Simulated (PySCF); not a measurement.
**Computed properties of (Z)-1,2-dichloro-1-fluoroprop-1-ene (C3H3Cl2F), SMILES C/C(Cl)=C(\F)Cl**

C3H3Cl2F, SMILES C/C(=C(\F)Cl)Cl. Coordinates come from a TPSSh-D3(BJ)/def2-SVP optimisation. Other conformers were not sampled. All values are computed for the isolated molecule unless a solvent is named; none is compared with measurement here.

**Structure.** The optimised structure has Cs symmetry. All 21 harmonic modes at TPSSh-D3(BJ)/def2-SVP (PySCF) are real, so it is a minimum. With heavy atoms numbered as in [CH3:1]/[C:2]([Cl:3])=[C:4](\[F:5])[Cl:6], the shortest bond between them is C4–F5 at 1.335 Å and the longest C2–Cl3 at 1.738 Å.

**Vibrations.** The strongest infrared lines (harmonic, unscaled, degenerate partners summed) lie at 1131 cm⁻¹ (134 km/mol, C 67 %, H 22 %, F 9 %), 1209 cm⁻¹ (85 km/mol, C 76 %, F 18 %), 1052 cm⁻¹ (63 km/mol, C 60 %, H 37 %). The softest mode is at 138 cm⁻¹ and the zero-point energy is 33.9 kcal/mol.

**Electronic structure.** M06-2X/def2-TZVP (PySCF) places the frontier levels at -8.34 and 0.68 eV, a gap of 9.02 eV, and gives a dipole moment of 1.42 D and a mean polarisability of 60.9 bohr³. PBE/def2-TZVP (PySCF) at the same geometry gives -5.89 and -1.16 eV, so its gap is 4.29 eV narrower. An orbital gap is neither the optical nor the fundamental gap.

**Excitations.** TDA-PBE0/def2-SVPD (PySCF) has S1 at 5.61 eV (221 nm, f = 0.000, dark); the most intense of the 10 singlets computed lies at 6.92 eV (f = 0.53). T1 (TDA) is at 3.91 eV, 1.70 eV under S1. TDA-PBE/def2-SVPD (PySCF) puts S1 at 5.15 eV. No vertical singlet excitation falls in the visible range (under 3.1 eV).

**NMR.** GIAO shifts at HF/pcSseg-1 (PySCF) (non-relativistic, atoms alike by connectivity averaged): ¹³C from 20.8 to 157.8 ppm against TMS; ¹H at 2.5 ppm against TMS; ¹⁹F at -75.1 ppm against CFCl3. Without spin–orbit terms, shifts of atoms bonded to Cl or Br come out too high.

**Solvation.** SMD-ωB97X/def2-SVP (PySCF) gives 1.4 kcal/mol in water, -2.7 kcal/mol in methanol, -3.3 kcal/mol in chlorobenzene (1 M in both phases, gas-phase geometry); of these solvents chlorobenzene holds the molecule best.
